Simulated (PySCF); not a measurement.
**Shapes and spin states of HRu(OH)**

Level of theory: PBE0 in PySCF with Ru def2-TZVP with ECP28, H def2-TZVP, O def2-TZVP; scalar-relativistic core potentials, no spin–orbit coupling; density-fitted integrals.

Relaxations began from a few typed shapes and spin states; open shells are unrestricted. The search is not exhaustive: other isomers or separated fragments can lie lower, and high-lying points may rest on an excited occupation.

Problem. Order these stationary points by electronic energy, lowest first, in kJ/mol from the lowest minimum.
A. singlet (closed shell, unstable to spin polarisation) Cs: O–H 0.965 Å, Ru–H 1.687 Å, Ru–O 1.864 Å; H–O–Ru 128.2°, H–Ru–O 171.5°
B. singlet (closed shell, unstable to spin polarisation) Cs: O–H 0.967 Å, Ru–H 1.553 Å, Ru–O 1.802 Å; H–O–Ru 114.7°, H–Ru–O 97.5°
C. broken-symmetry Ms = 1 (⟨S²⟩ 2.94) Cs: O–H 0.960 Å, Ru–H 1.664 Å, Ru–O 1.902 Å; H–O–Ru 126.8°, H–Ru–O 157.4°
D. quintet Cs: O–H 0.959 Å, Ru–H 1.669 Å, Ru–O 1.910 Å; H–O–Ru 129.2°, H–Ru–O 156.6°
E. broken-symmetry Ms = 0 (⟨S²⟩ 0.99) Cs: O–H 0.963 Å, Ru–H 1.560 Å, Ru–O 1.841 Å; H–O–Ru 114.9°, H–Ru–O 99.3°

Solution. D (0.0), E (32.3), C (81.8), B (96.1), A (215.2).

Problem. Which of them are minima?

Solution. By energy in kJ/mol, 0.0: minimum; 32.3: minimum; 81.8: minimum; 96.1: minimum of the closed-shell surface only; 215.2: saddle point, 1 imaginary mode.

For the lowest minimum: with open d or f shells other occupations or spin states may lie lower.

The electron or spin density has lower symmetry than the nuclear frame for the broken-symmetry Ms = 0 (⟨S²⟩ 0.99) Cs at 32.3 kJ/mol.
